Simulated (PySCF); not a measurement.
# Steps of a relaxation of Pb(NH2)2

Pb(NH2)2 (singlet; a saddle point, relaxed within its symmetry). PySCF 2.14.0, RKS B3LYP, Pb def2-SVP with ECP60, N def2-SVP, H def2-SVP; non-relativistic Hamiltonian with scalar-relativistic core potentials where named; density fitting; no spin-orbit coupling. Origin of the start: template. Columns: position (Å) and force (eV/Å). Energies are counted from the last step; some of the 5 steps are shown. Forces carry noise of the integration grid, about 0.01 to 0.03 eV/Å.

Run from Python with OMP_NUM_THREADS=2. Where DIIS fails, smearing, a level shift and second-order steps follow.
It took 22 s on 2 threads of AMD EPYC (Zen 3), on a shared host, from the converged density of the start.

```xyz
7
step 0  E = 0.161 eV
Pb    0.0000    0.0000    0.0000     0.00    0.00    0.00
N     0.0000    0.0000    2.2410     0.00    0.00    0.44
H     0.5869    0.5869    2.8310     0.09    0.09    0.47
H    -0.5869   -0.5869    2.8310    -0.09   -0.09    0.47
N     0.0000    0.0000   -2.2410     0.00    0.00   -0.44
H     0.5869   -0.5869   -2.8310     0.09   -0.09   -0.47
H    -0.5869    0.5869   -2.8310    -0.09    0.09   -0.47
```

```xyz
7
step 1  E = 0.029 eV
Pb    0.0000    0.0000    0.0000     0.00    0.00    0.00
N     0.0000    0.0000    2.3011     0.00    0.00    0.04
H     0.5838    0.5838    2.9066     0.00    0.00    0.23
H    -0.5838   -0.5838    2.9066     0.00    0.00    0.23
N     0.0000    0.0000   -2.3011     0.00    0.00   -0.04
H     0.5838   -0.5838   -2.9066     0.00    0.00   -0.23
H    -0.5838    0.5838   -2.9066     0.00    0.00   -0.23
```

```xyz
7
step 3  E = 0.000 eV
Pb    0.0000    0.0000    0.0000     0.00    0.00    0.00
N     0.0000    0.0000    2.3408     0.00    0.00    0.01
H     0.5759    0.5759    2.9677     0.00    0.00    0.00
H    -0.5759   -0.5759    2.9677     0.00    0.00    0.00
N     0.0000    0.0000   -2.3408     0.00    0.00   -0.01
H     0.5759   -0.5759   -2.9677     0.00    0.00    0.00
H    -0.5759    0.5759   -2.9677     0.00    0.00    0.00
```

**Question.** Where does the relaxation end?

**Answer.** It converges at step 4 in D2d:
```xyz
7
step 4  E = 0
Pb    0.0000    0.0000    0.0000
N     0.0000    0.0000    2.3413
H     0.5759    0.5759    2.9681
H    -0.5759   -0.5759    2.9681
N     0.0000    0.0000   -2.3413
H     0.5759   -0.5759   -2.9681
H    -0.5759    0.5759   -2.9681
```

**Question.** How did the contacts change?

**Answer.** 
```tsv
contact	start (Å)	end (Å)
Pb1–N2 (NH2)	2.241	2.341
Pb1–N5 (NH2)	2.241	2.341
```
